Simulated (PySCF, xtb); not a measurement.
Bonds broken one at a time in the series Ga Cl-Br. All species are isolated molecules in the gas phase. Strings in code marks are SMILES.

Quantity: homolytic bond dissociation enthalpy at 298 K (no spin–orbit term), in kcal/mol. Thermal and zero-point terms are GFN2-xTB rigid-rotor harmonic values (xtb).

Case: Br–Ga bond of `[Br][Ga]([Br])[Br]`, giving `[Br]` and `[Br][Ga][Br]`. Geometry of `[Br][Ga]([Br])[Br]` (neutral, multiplicity 1, Å):

```xyz
4

Br     2.1144    -0.8008     0.0203
Ga     0.0000    -0.0001    -0.0001
Br    -0.3640     2.2314     0.0204
Br    -1.7505    -1.4304    -0.0406
```

Problem. What homolytic bond dissociation enthalpy at 298 K (no spin–orbit term) does PBE-D3(BJ)/def2-TZVP // PBE0-D3(BJ)/def2-TZVP (PySCF) give?

Solution. 84.4 kcal/mol.
